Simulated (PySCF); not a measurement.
C18H20O4S: Orbital levels and atomic charges

System: C18H20O4S (non-ionic photoacid generator), SMILES CCCCS(=O)(=O)O[C@@H](C(=O)c1ccccc1)c1ccccc1.

Cartesian coordinates (Å):
```
  1 C     6.236    1.427    0.122
  2 C     5.133    0.376    0.104
  3 C     3.950    0.820   -0.757
  4 C     2.809   -0.180   -0.732
  5 S     1.897    0.016    0.814
  6 O     1.300    1.317    0.913
  7 O     2.701   -0.417    1.915
  8 O     0.704   -1.075    0.645
  9 C    -0.615   -0.555    0.676
 10 C    -0.836    0.355   -0.530
 11 O    -0.067    0.329   -1.466
 12 C    -2.039    1.212   -0.523
 13 C    -3.039    1.135    0.446
 14 C    -4.144    1.962    0.367
 15 C    -4.267    2.873   -0.670
 16 C    -3.280    2.956   -1.640
 17 C    -2.176    2.131   -1.566
 18 C    -1.584   -1.715    0.644
 19 C    -2.190   -2.163    1.811
 20 C    -3.072   -3.229    1.772
 21 C    -3.354   -3.855    0.570
 22 C    -2.740   -3.422   -0.593
 23 C    -1.855   -2.358   -0.557
 24 H     6.610    1.610   -0.883
 25 H     7.065    1.096    0.741
 26 H     5.860    2.363    0.527
 27 H     5.531   -0.561   -0.292
 28 H     4.781    0.189    1.118
 29 H     3.565    1.775   -0.392
 30 H     4.284    0.963   -1.789
 31 H     3.146   -1.211   -0.746
 32 H     2.075    0.003   -1.509
 33 H    -0.731    0.035    1.593
 34 H    -2.970    0.422    1.252
 35 H    -4.916    1.895    1.119
 36 H    -5.131    3.518   -0.721
 37 H    -3.375    3.661   -2.452
 38 H    -1.396    2.176   -2.311
 39 H    -1.967   -1.679    2.750
 40 H    -3.537   -3.573    2.683
 41 H    -4.047   -4.682    0.540
 42 H    -2.949   -3.913   -1.531
 43 H    -1.372   -2.025   -1.462
```

Method: CAM-B3LYP/def2-SVP, gas phase, PySCF, fitting set def2-universal-JFIT up to Ne and JKFIT beyond, grid level 1.

(1) Give the orbital energies near the gap.

(2) Give the partial charges of the non-hydrogen atoms.

Answers

(1) 
```csv
orbital,eV
HOMO-4,-9.20
HOMO-3,-8.98
HOMO-2,-8.88
HOMO-1,-8.82
HOMO,-8.63
LUMO,-0.73
LUMO+1,0.45
LUMO+2,0.69
LUMO+3,0.82
```

(2) 
| atom | Mulliken | IAO | Hirshfeld |
| --- | --- | --- | --- |
| C1 | 0.03 | -0.39 | -0.11 |
| C2 | -0.05 | -0.24 | -0.07 |
| C3 | -0.04 | -0.24 | -0.06 |
| C4 | 0.01 | -0.43 | -0.07 |
| S5 | 0.88 | 2.15 | 0.61 |
| O6 | -0.45 | -0.89 | -0.31 |
| O7 | -0.42 | -0.87 | -0.31 |
| O8 | -0.42 | -0.59 | -0.15 |
| C9 | 0.26 | 0.04 | 0.03 |
| C10 | 0.06 | 0.38 | 0.16 |
| O11 | -0.20 | -0.43 | -0.21 |
| C12 | 0.02 | -0.06 | -0.01 |
| C13 | 0.02 | -0.12 | -0.03 |
| C14 | 0.02 | -0.14 | -0.04 |
| C15 | 0.04 | -0.12 | -0.03 |
| C16 | 0.03 | -0.14 | -0.04 |
| C17 | 0.01 | -0.11 | -0.03 |
| C18 | -0.02 | 0.00 | 0.00 |
| C19 | 0.01 | -0.14 | -0.04 |
| C20 | 0.01 | -0.14 | -0.04 |
| C21 | 0.03 | -0.13 | -0.04 |
| C22 | 0.03 | -0.13 | -0.04 |
| C23 | 0.01 | -0.14 | -0.04 |
